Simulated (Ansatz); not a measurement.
```yaml
crystal:
  periodic: [false, false, false]
  atoms:
    - {symbol: H, position_ang: [-6.773959, -0.298486, 0.459218]}
    - {symbol: C, position_ang: [-5.782546, -0.057914, 0.068666]}
    - {symbol: C, position_ang: [-4.671101, -0.453305, 0.720476]}
    - {symbol: C, position_ang: [-3.306878, -0.195017, 0.305813]}
    - {symbol: C, position_ang: [-2.816216, 0.488369, -0.804497]}
    - {symbol: C, position_ang: [-1.411856, 0.530754, -0.867734]}
    - {symbol: C, position_ang: [-0.784356, -0.121383, 0.195622]}
    - {symbol: C, position_ang: [0.611623, -0.299745, 0.491400]}
    - {symbol: C, position_ang: [1.644533, 0.165507, -0.265624]}
    - {symbol: C, position_ang: [3.044912, 0.000824, 0.010179]}
    - {symbol: C, position_ang: [4.108043, 0.468438, -0.755445]}
    - {symbol: C, position_ang: [5.378865, 0.143652, -0.217263]}
    - {symbol: C, position_ang: [5.288692, -0.569291, 0.957465]}
    - {symbol: S, position_ang: [3.649555, -0.850189, 1.412783]}
    - {symbol: S, position_ang: [-1.984398, -0.783635, 1.269172]}
    - {symbol: H, position_ang: [-5.737163, 0.512625, -0.864177]}
    - {symbol: H, position_ang: [-4.784685, -1.023214, 1.650838]}
    - {symbol: H, position_ang: [-3.470816, 0.945078, -1.549929]}
    - {symbol: H, position_ang: [-0.856960, 1.024411, -1.668272]}
    - {symbol: H, position_ang: [0.845101, -0.858599, 1.406319]}
    - {symbol: H, position_ang: [1.427825, 0.725181, -1.183213]}
    - {symbol: H, position_ang: [3.955405, 1.029749, -1.680186]}
    - {symbol: H, position_ang: [6.329542, 0.423873, -0.675421]}
    - {symbol: H, position_ang: [6.096818, -0.947694, 1.583821]}
basis:
  gaussian: {orbitals: def2-TZVP}
total_charge: 1
magnetization: {spin_polarized: true, initial_magnetization: 1}
hamiltonian: {xc: pbe0, dispersion: d4}
scf: {omitted_lower_state_checks: [starts]}
output: {orbitals: {seedname: orbitals}}
```

```sh
$ ansatz run in.yaml --threads 4 --pin off --events-out ev --progress --plain --max-ram 6963MiB
```

Q: Does this run fit into the memory that it is given?

A: No. It has 506 basis functions, and Ansatz plans for 8 GiB where 7 GiB are given.
